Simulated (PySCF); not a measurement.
## SMILES CC(=S)[c+]1scns1, [C$_{4}$H$_{4}$NS$_{3}$]+, charge +1

Molfile (atoms numbered from 1):
```
C4H4NS3
     RDKit          3D

 12 12  0  0  0  0  0  0  0  0999 V2000
   -1.9586    0.7995    0.1635 C   0  0  0  0  0  0  0  0  0  0  0  0
   -1.1907   -0.4614    0.0371 C   0  0  0  0  0  0  0  0  0  0  0  0
   -1.8887   -1.9434   -0.1359 S   0  0  0  0  0  0  0  0  0  0  0  0
    0.2393   -0.4258    0.0632 C   0  0  0  0  0  0  0  0  0  0  0  0
    1.1895    0.9907    0.2344 S   0  0  0  0  0  0  0  0  0  0  0  0
    2.6756    0.0904    0.1563 C   0  0  0  0  0  0  0  0  0  0  0  0
    2.6067   -1.1718    0.0151 N   0  0  0  0  0  0  0  0  0  0  0  0
    1.1667   -1.8742   -0.0838 S   0  0  0  0  0  0  0  0  0  0  0  0
   -1.7246    1.3025    1.1030 H   0  0  0  0  0  0  0  0  0  0  0  0
   -3.0252    0.5952    0.1303 H   0  0  0  0  0  0  0  0  0  0  0  0
   -1.7062    1.4884   -0.6442 H   0  0  0  0  0  0  0  0  0  0  0  0
    3.6173    0.6094    0.2290 H   0  0  0  0  0  0  0  0  0  0  0  0
  1  2  1  0
  2  3  2  0
  2  4  1  0
  4  5  1  0
  5  6  1  0
  6  7  2  0
  7  8  1  0
  8  4  1  0
  1  9  1  0
  1 10  1  0
  1 11  1  0
  6 12  1  0
M  CHG  1   4   1
M  END
```

Method: GIAO B3LYP/pcSseg-1 magnetisability, rotational g tensor and spin-rotation constants, non-relativistic, gas phase in PySCF. Geometry: GFN2-xTB.

For an ion the centre-of-mass motion in the field is neglected.

Give the nuclear spin-rotation constants along the inertial axes (H = +C I·J) beside the isotropic shieldings.

Rotational constants 2.2325, 1.0561, 0.7201 GHz. A star marks the isotopologue with that one atom substituted, in its own axes.
```tsv
atom	isotope	Caa (kHz)	Cbb (kHz)	Ccc (kHz)	mean (kHz)	σ (ppm)
N7	14N	0.630	0.295	0.033	0.320	-138.3
H9	1H	-0.240	-0.069	-0.028	-0.112	27.9
H10	1H	0.085	-0.108	-0.095	-0.039	27.3
H11	1H	-0.242	-0.070	-0.027	-0.113	27.9
H12	1H	0.221	-0.113	-0.084	0.008	22.0
C1	13C*	0.501	0.154	0.136	0.264	135.7
C2	13C*	1.774	0.643	0.107	0.841	-81.5
S3	33S*	3.697	1.888	0.206	1.930	-1631.9
C4	13C*	1.526	0.401	0.202	0.710	-36.0
S5	33S*	1.229	0.424	0.214	0.622	150.6
C6	13C*	1.122	0.393	0.183	0.566	9.7
S8	33S*	1.095	0.514	0.319	0.643	29.6
```
For the geometry as given, no vibrational averaging.

How do the rotational constants and the g tensor change when H9, H10, H11, H12 are replaced by deuterium?

Constants 2.0771, 0.9986, 0.6800 GHz; g -0.0599, -0.0270, 0.0059, against -0.0660, -0.0277, 0.0063 before.
